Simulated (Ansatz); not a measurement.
`F[SiH](F)[GeH3]` + `O[Si](F)(Cl)Cl` → `F[Si](Cl)(Cl)[O][GeH3]` + `F[SiH2]F` at 298.15 K and 1 bar (cleavage of the Ge–Si bond).

Program: Ansatz. Geometries: PBE0-D4/def2-TZVP. ΔE: electronic, gas phase. CCSD(T)/CBS is the MP2 limit (def2-TZVPP, def2-QZVPP) plus CCSD(T) − MP2 in def2-TZVPP, frozen cores. This one scheme is used for every species. For Ge outer-core shells are correlated without core-valence functions, which leaves a few kJ/mol of doubt a bond. Scalar relativity is left out up to krypton. One conformer a species, not always the lowest.

```json
{"species": "`F[SiH](F)[GeH3]`", "CCSD(T)/CBS energy (Eh)": "-2567.30741", "H − E (kJ/mol)": "119.9", "S (J/(mol·K))": "345.2"}
{"species": "`O[Si](F)(Cl)Cl`", "CCSD(T)/CBS energy (Eh)": "-1384.43664", "H − E (kJ/mol)": "74.5", "S (J/(mol·K))": "340.5"}
{"species": "`F[Si](Cl)(Cl)[O][GeH3]`", "CCSD(T)/CBS energy (Eh)": "-3461.76595", "H − E (kJ/mol)": "119.1", "S (J/(mol·K))": "424.2"}
{"species": "`F[SiH2]F`", "CCSD(T)/CBS energy (Eh)": "-489.99391", "H − E (kJ/mol)": "72.3", "S (J/(mol·K))": "262.5"}
```

H − E and S are ideal-gas, rigid-rotor, harmonic terms from PBE0-D4/def2-TZVP, for one conformer and one mirror image of each species. 1 Eh = 2625.50 kJ/mol, R = 8.31446 J/(mol·K).

Task: By hand: ΔE, ΔH, ΔS and ΔG.

Result: ΔE = (-3461.76595) + (-489.99391) − (-2567.30741) − (-1384.43664) = -0.01581 Eh = -41.5 kJ/mol. Δ(H − E) = 119.1 + 72.3 − 119.9 − 74.5 = -3.0, so ΔH = -44.5 kJ/mol. ΔS = 424.2 + 262.5 − 345.2 − 340.5 = 1.0 J/(mol·K). ΔG = -44.5 − 298.15 × (1.0)/1000 = -44.8 kJ/mol.

Task: By hand: the equilibrium constant, and the temperature at which ΔG would vanish if ΔH and ΔS stayed fixed.

Result: log₁₀ K = −ΔG/(RT ln 10) = 7.8. ΔH and −TΔS have one sign here, so there is no such temperature. One of them is within its doubt of zero, so this could turn.

The number of gas molecules stays the same, so ΔS is small and ΔH decides. A doubt of 5 kJ/mol in ΔE shifts log₁₀ K by 0.9 here. Other conformers and mirror images would add mixing entropy, several J/(mol·K) or more a flexible species. Modes under 60 cm⁻¹, often nearly free rotors, make the harmonic entropy too high. These are equilibria of isolated gas molecules and say nothing of rates. Largest T1 diagnostic: 0.012 (customary marks: 0.02 for closed shells, 0.045 for open ones).
